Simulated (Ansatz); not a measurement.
Process, species as SMILES: [Si]Cl (Si-Cl) → Cl atom + Si atom
B3LYP-D3(BJ)/def2-TZVP geometries, fixed; electronic energies without zero-point terms.

Basis-set convergence of the atomisation energy at CCSD(T) with Ansatz (an electronic-structure program). Cartesian d functions, on some or all atoms, in 6-31G**, 6-31+G*; all else is spherical. Cores are frozen. Open shells are unrestricted. No added dispersion term, no relativity. Functions are those of the species that has most. Reference: Hartree-Fock in aug-cc-pV(Q+d)Z plus the correlation part extrapolated as X^-3 from aug-cc-pV(T+d)Z and aug-cc-pV(Q+d)Z, 102.84 kcal/mol, itself unsure by roughly 0.78 kcal/mol (a third of the extrapolation step and of the last Hartree-Fock step). Deviations are taken from unrounded values.

| basis | functions | atomisation energy (kcal/mol) | minus reference (kcal/mol) |
|---|---|---|---|
| pcseg-0 | 26 | 63.92 | -38.91 |
| 6-31G** | 38 | 87.58 | -15.26 |
| 6-31+G* | 46 | 87.92 | -14.92 |
| aug-pcseg-1 | 54 | 90.65 | -12.19 |
| aug-cc-pV(D+d)Z | 64 | 90.66 | -12.17 |
| def2-TZVP | 74 | 96.38 | -6.46 |
| def2-TZVPP | 84 | 96.72 | -6.12 |
| jun-cc-pV(T+d)Z | 96 | 97.11 | -5.72 |
| aug-pcseg-2 | 100 | 99.01 | -3.82 |
| cc-pV(Q+d)Z | 128 | 100.11 | -2.73 |
| pcseg-3 | 128 | 99.87 | -2.96 |
| aug-cc-pV(Q+d)Z | 178 | 100.74 | -2.09 |
| aug-pcseg-3 | 178 | 100.30 | -2.53 |
